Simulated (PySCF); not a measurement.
Ionisation energy of Ba(24+) by level of theory

Ba(24+) [Ar] 3d10 4s2 4p2 [4p1/2^2, M_J = 0] → Ba(25+) [Ar] 3d10 4s2 4p1 [4p1/2^1, M_J = 1/2], as a difference of total energies. Computed with PySCF 2.14 in an uncontracted even-tempered set (17 s from 1.8 bohr⁻², ratio 2.8; 13 p from 2.3 bohr⁻², ratio 2.8; 8 d from 4.2 bohr⁻², ratio 2.8; 4 f from 12 bohr⁻², ratio 3), with the two-component X2C-1e Hamiltonian. Correlated levels: [Ne] frozen; the 74 highest virtual spinors dropped. "Screened" scales the spin-orbit matrix elements by Boettger's factors to mimic the two-electron term; Breit and QED terms are absent.

Q: Order these methods by the ionisation energy they give, lowest first.
A. GHF (screened spin-orbit)
B. GMP2 (spin-free)
C. GMP2 (screened spin-orbit)
D. GHF (spin-free)

A: D (794.26 eV), B (795.38 eV), A (804.94 eV), C (806.58 eV).

Breit and QED terms and the two-electron picture change are absent.

The spin-free rows relax to the high-spin LS determinant and lack the spin-orbit shift.

The labels give the starting determinants; with spin-orbit coupling the two ends relaxed to ⟨J²⟩ = 0.00, ⟨L²⟩ = 1.35, ⟨S²⟩ = 1.35 and ⟨J²⟩ = 0.75, ⟨L²⟩ = 2.02, ⟨S²⟩ = 0.77.

For comparison: 809 ± 4 eV (theoretical estimate listed by NIST; NIST Atomic Spectra Database, ionization energies).
